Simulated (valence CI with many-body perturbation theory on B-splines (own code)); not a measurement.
# Au LXXIII: electric-dipole lines

Method: relativistic CI+MBPT: five valence electrons over a frozen Dirac-Fock core [He], radial functions for each j: 9 s, 9 p, 8 d, 6 f, 3 g, 1 h, with the one-electron correlation potential Σ1, the two-electron term Σ2, the three-electron term Σ3, Breit, model QED; selected CI, second order for the rest (own B-spline code, finite nucleus).

No measured spectrum was set against this ion. As an estimate, large intervals hold to a few tenths of a per cent, small ones and those within an open d or f shell to about a per cent. Among the levels kept, up to 1100 cm⁻¹ of a level comes from second order outside the variational space, and about a tenth of that is noise between levels of different J, which matters for small intervals.

Lines 101 to 150 of 262 in falling wavelength, among levels below 13257 eV, chosen from the strongest by gf and those to the six lowest levels. Wavelengths and rates use the calculated energies. Electric multipoles are in the length gauge, E1 and E2 with the static RPA response of the core. Weak lines are less certain than strong ones. Lines between different terms over intervals too small for the method are left out, as are lines whose strength nearly cancels. The highest levels of a list are the least certain.

Levels are named by their leading jj configuration (3d3/2^4 stands for four electrons in 3d with j = 3/2), which in mixed levels can hold well under half, so a name can repeat and another be missing. Letters in brackets count levels of one name in rising energy.

```csv
λ vac (Å),Upper,Lower,A (s⁻¹),log gf,Branch %
5.285,(2s 2p1/2 2p3/2^3) J=5/2,(2s^2 2p1/2 2p3/2^2) J=3/2,1.12e+12,-1.55,6.1
5.283,(2s 2p1/2^2 2p3/2 3d3/2) J=3/2 [b],(2s^2 2p1/2^2 3d3/2) J=3/2,2.31e+13,-0.41,10.0
5.278,(2p1/2^2 2p3/2^3) J=3/2,(2s 2p1/2^2 2p3/2^2) J=3/2,3.62e+13,-0.22,65.5
5.276,(2p1/2^2 2p3/2^3) J=3/2,(2s 2p1/2^2 2p3/2^2) J=1/2,8.50e+12,-0.85,15.4
5.271,(2s 2p1/2^2 2p3/2 3s) J=1/2,(2s^2 2p1/2^2 3s) J=1/2,2.45e+13,-0.69,6.2
5.270,(2s 2p1/2^2 2p3/2 3d3/2) J=5/2 [b],(2s^2 2p1/2^2 3d3/2) J=3/2,2.13e+13,-0.27,17.3
5.270,(2s 2p1/2^2 2p3/2 3p1/2) J=1/2,(2s^2 2p1/2^2 3p1/2) J=1/2,2.48e+13,-0.68,3.4
5.270,(2p1/2 2p3/2^4) J=1/2,(2s 2p1/2 2p3/2^3) J=1/2,2.36e+13,-0.71,31.8
5.268,(2s 2p3/2^4) J=1/2,(2s^2 2p3/2^3) J=3/2,3.84e+13,-0.50,99.0
5.267,(2s 2p1/2^2 2p3/2 3p1/2) J=3/2 [b],(2s^2 2p1/2^2 3p1/2) J=1/2,2.41e+13,-0.40,5.0
5.248,(2s 2p1/2^2 2p3/2 3p3/2) J=3/2 [b],(2s^2 2p1/2^2 3p3/2) J=3/2,2.36e+13,-0.41,8.2
5.248,(2s 2p1/2^2 2p3/2 3s) J=3/2 [b],(2s^2 2p1/2^2 3s) J=1/2,2.27e+13,-0.43,12.3
5.247,(2s 2p1/2^2 2p3/2 3d3/2) J=1/2 [b],(2s^2 2p1/2^2 3d3/2) J=3/2,2.51e+13,-0.68,5.8
5.236,(2s 2p1/2^2 2p3/2 3p3/2) J=1/2 [b],(2s^2 2p1/2^2 3p3/2) J=3/2,2.31e+13,-0.72,48.5
5.189,(2s 2p1/2^2 2p3/2^2) J=1/2,(2s^2 2p1/2^2 2p3/2) J=3/2,2.00e+13,-0.79,99.6
5.187,(2s 2p1/2^2 2p3/2^2) J=3/2,(2s^2 2p1/2^2 2p3/2) J=3/2,3.77e+13,-0.22,99.7
5.157,(2s 2p1/2 2p3/2^3) J=3/2 [b],(2s^2 2p1/2 2p3/2^2) J=5/2,3.23e+13,-0.29,71.3
5.124,(2s 2p1/2 2p3/2^3) J=1/2,(2s^2 2p1/2 2p3/2^2) J=3/2,3.33e+13,-0.58,72.6
5.109,(2s 2p1/2 2p3/2^3) J=3/2 [b],(2s^2 2p1/2 2p3/2^2) J=3/2,1.49e+12,-1.63,3.3
5.026,(2p1/2^2 2p3/2^3) J=3/2,(2s 2p1/2^2 2p3/2^2) J=5/2,1.02e+13,-0.81,18.5
2.958,(2s 2p1/2 2p3/2^3) J=3/2 [a],(2s^2 2p1/2^2 2p3/2) J=3/2,2.79e+10,-3.83,0.2
2.929,(2s 2p1/2 2p3/2^3) J=5/2,(2s^2 2p1/2^2 2p3/2) J=3/2,3.15e+09,-4.61,0.0
2.878,(2s 2p1/2 2p3/2^3) J=1/2,(2s^2 2p1/2^2 2p3/2) J=3/2,1.24e+11,-3.51,0.3
2.874,(2s 2p1/2 2p3/2^3) J=3/2 [b],(2s^2 2p1/2^2 2p3/2) J=3/2,7.02e+10,-3.46,0.2
2.865,(2s 2p3/2^4) J=1/2,(2s^2 2p1/2 2p3/2^2) J=3/2,1.63e+11,-3.40,0.4
1.596,(2s^2 2p1/2^2 3p1/2) J=1/2,(2s 2p1/2^2 2p3/2^2) J=1/2,7.83e+10,-4.22,1.8
1.536,(2s^2 2p1/2^2 3s) J=1/2,(2s^2 2p1/2 2p3/2^2) J=1/2,1.94e+10,-4.86,0.0
1.486,(2s^2 2p1/2^2 3p3/2) J=3/2,(2s 2p1/2^2 2p3/2^2) J=1/2,2.38e+10,-4.50,0.5
1.466,(2s^2 2p1/2^2 3p3/2) J=3/2,(2s 2p1/2^2 2p3/2^2) J=5/2,1.28e+11,-3.78,2.4
1.399,(2s^2 2p1/2^2 3d3/2) J=3/2,(2s^2 2p1/2 2p3/2^2) J=1/2,3.52e+10,-4.38,0.0
1.387,(2s^2 2p1/2^2 3d3/2) J=3/2,(2s^2 2p1/2 2p3/2^2) J=3/2,8.12e+10,-4.03,0.0
1.367,(2s^2 2p1/2^2 3d5/2) J=5/2,(2s^2 2p1/2 2p3/2^2) J=5/2,9.31e+09,-4.81,0.0
1.363,(2s^2 2p1/2^2 3d5/2) J=5/2,(2s^2 2p1/2 2p3/2^2) J=3/2,5.20e+09,-5.06,0.0
1.281,(2s^2 2p1/2 2p3/2 3p1/2) J=3/2 [a],(2s 2p1/2^2 2p3/2^2) J=1/2,7.36e+10,-4.14,2.3
1.273,(2s^2 2p1/2 2p3/2 3p1/2) J=3/2 [b],(2s 2p1/2^2 2p3/2^2) J=1/2,7.07e+11,-3.16,11.1
1.265,(2s^2 2p1/2 2p3/2 3p1/2) J=3/2 [a],(2s 2p1/2^2 2p3/2^2) J=5/2,2.25e+10,-4.67,0.7
1.264,(2s^2 2p1/2 2p3/2 3p1/2) J=5/2,(2s 2p1/2^2 2p3/2^2) J=5/2,2.62e+11,-3.42,6.3
1.258,(2s^2 2p1/2 2p3/2 3p1/2) J=3/2 [b],(2s 2p1/2^2 2p3/2^2) J=5/2,8.83e+11,-3.08,13.8
1.248,(2s 2p1/2^2 2p3/2 3s) J=3/2 [a],(2s 2p1/2^2 2p3/2^2) J=1/2,1.05e+14,-1.01,28.1
1.242,(2s^2 2p1/2 2p3/2 3s) J=3/2 [a],(2s^2 2p1/2 2p3/2^2) J=1/2,9.81e+11,-3.04,0.5
1.241,(2s^2 2p1/2 2p3/2 3s) J=1/2,(2s^2 2p1/2 2p3/2^2) J=1/2,1.09e+14,-1.30,25.0
1.239,(2s 2p1/2^2 2p3/2 3s) J=1/2,(2s 2p1/2^2 2p3/2^2) J=3/2,2.60e+14,-0.92,65.2
1.239,(2s 2p1/2^2 2p3/2 3s) J=1/2,(2s 2p1/2^2 2p3/2^2) J=1/2,1.14e+14,-1.28,28.6
1.239,(2s^2 2p1/2 2p3/2 3s) J=3/2 [b],(2s^2 2p1/2 2p3/2^2) J=1/2,1.08e+14,-1.00,26.2
1.238,(2s 2p1/2^2 2p3/2 3s) J=3/2 [b],(2s 2p1/2^2 2p3/2^2) J=3/2,1.39e+14,-0.90,74.7
1.238,(2s 2p1/2^2 2p3/2 3s) J=3/2 [b],(2s 2p1/2^2 2p3/2^2) J=1/2,1.92e+11,-3.75,0.1
1.238,(2s 2p1/2^2 2p3/2 3s) J=5/2,(2s 2p1/2^2 2p3/2^2) J=5/2,1.50e+14,-0.69,94.0
1.235,(2s^2 2p1/2 2p3/2 3s) J=3/2 [a],(2s^2 2p1/2 2p3/2^2) J=5/2,3.04e+13,-1.56,15.2
1.235,(2s^2 2p1/2^2 3s) J=1/2,(2s^2 2p1/2^2 2p3/2) J=3/2,3.14e+14,-0.84,100.0
1.234,(2s 2p1/2^2 2p3/2 3s) J=3/2 [a],(2s 2p1/2^2 2p3/2^2) J=5/2,2.39e+14,-0.66,64.2
```

Problem. How does gf follow from A for the line at 1.273 Å?

Solution. gf = 1.4992 × (2J+1)_upper × A / σ², with σ = 78575874 cm⁻¹ and 2J+1 = 4: gf = 0.000687.
